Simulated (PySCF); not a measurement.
Isomers of C7H13NSi. Method: PBE0-D3(BJ)/def2-SVP geometry optimisation, gas phase in PySCF 2.14.0. One conformer each; no zero-point energy, no entropy. No frequencies were run at this level. Point groups hold within 0.08 Å.

Question: Order them by energy at this level, lowest first, and give relative energies in kJ/mol.
A. Si(vinyl)3(NHMe) (`N(C)[Si](C=C)(C=C)C=C`)
B. `[CH:1]#[C:2][C@@H:3]1[CH2:4][CH2:5][CH2:6][N:7]1[SiH2:8][CH3:9]` with C6–N7–Si8–C9 170°, C2–C3–C4–C5 -85°, C3–C4–C5–C6 -39°, C4–C5–C6–N7 27°, C5–C6–N7–Si8 160°
C. `[CH3:1][C:2]#[C:3][Si:4]1([N:5]([CH3:6])[CH3:7])[CH2:8][CH2:9]1` with C3–Si4–N5–C6 -81°
D. `[CH2:1]=[C:2]1[CH2:3][CH2:4]/[C:5]1=[CH:6]\[CH2:7][SiH2:8][NH2:9]` with C5–C6–C7–Si8 94°, C6–C7–Si8–N9 -53°, C7–Si8–N9–H -167° and 57°

Answer: D (0.0), A (37.2), B (44.7), C (105.8).

As drawn, the lowest has a four-membered ring, an N–H bond and a C=C bond outside aromatic rings, which the highest lacks; the highest has a three-membered ring and a C≡C bond, which the lowest lacks. Neighbours under 10 kJ/mol apart (C=C[Si](C=C)(C=C)NC and C#C[C@@H]1CCCN1[SiH2]C) can change places with a better method, another conformer or zero-point energy.

| SMILES | E (Eh) | E rel (kJ/mol) | dipole (D) | point group | A, B, C (MHz) |
| --- | --- | --- | --- | --- | --- |
| C=C1CC/C1=C\C[SiH2]N | -617.95216 | 0.0 | 0.83 | C1 | 2550, 728.1, 687.5 |
| C=C[Si](C=C)(C=C)NC | -617.93799 | 37.2 | 0.67 | C1 | 1378, 1059, 977.4 |
| C#C[C@@H]1CCCN1[SiH2]C | -617.93515 | 44.7 | 1.01 | C1 | 1808, 1169, 859.2 |
| CC#C[Si]1(N(C)C)CC1 | -617.91186 | 105.8 | 1.66 | near Cs | 1659, 864.0, 679.8 |

As an exercise, what shares would exp(−E/RT) give at 2000 K from these electronic energies alone (no entropy, no degeneracies)?

RT = 16.629 kJ/mol: C=C1CC/C1=C\C[SiH2]N 85.0 %, C=C[Si](C=C)(C=C)NC 9.1 %, C#C[C@@H]1CCCN1[SiH2]C 5.8 %, CC#C[Si]1(N(C)C)CC1 0.1 %.
